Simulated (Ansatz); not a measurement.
Species: TlCl, charge 1, doublet. TlCl+ (parent SMILES [Cl][Tl], doublet).
B3LYP-D3(BJ)/def2-TZVP minimum from Ansatz (a first-principles code):
```
Tl
Cl 1 2.6465
```
Charge +1, spin multiplicity 2.

Total energies in def2-TZVPP, 9 correlated electrons, 14 frozen orbitals. UHF or UKS for unpaired electrons; spin-orbit terms are left out. Correlated methods leave the cores frozen (noble-gas shells, and filled d and f shells in the p block). Past Kr the def2 sets carry scalar-relativistic core potentials. Spin-orbit terms, left out, reach several kcal/mol for Br and I, and more for heavier atoms. The UHF reference of ClTl+ (parent SMILES [Cl][Tl], doublet) is spin-contaminated (<S^2> up to 0.04 over the pure value in the sets run). The spin of ClTl+ (parent SMILES [Cl][Tl], doublet) was assumed, and the state is the lowest solution found for it.

```json
[
 {"method": "HF", "program": "Ansatz", "energy (Eh)": "-630.79318", "minus CCSDT(Q) (mEh)": "229.36"},
 {"method": "MP2", "program": "Ansatz", "energy (Eh)": "-630.98353", "minus CCSDT(Q) (mEh)": "39.01"},
 {"method": "CCSD", "program": "Ansatz", "energy (Eh)": "-631.01343", "minus CCSDT(Q) (mEh)": "9.11"},
 {"method": "CCSD(T)", "program": "Ansatz", "energy (Eh)": "-631.02123", "minus CCSDT(Q) (mEh)": "1.31"},
 {"method": "CCSDT(Q)", "program": "Ansatz", "energy (Eh)": "-631.02254", "minus CCSDT(Q) (mEh)": "0.00"}
]
```

Rough core times of Ansatz's runs on a shared machine: CCSD(T) 70 s, CCSDT(Q) 8 min.
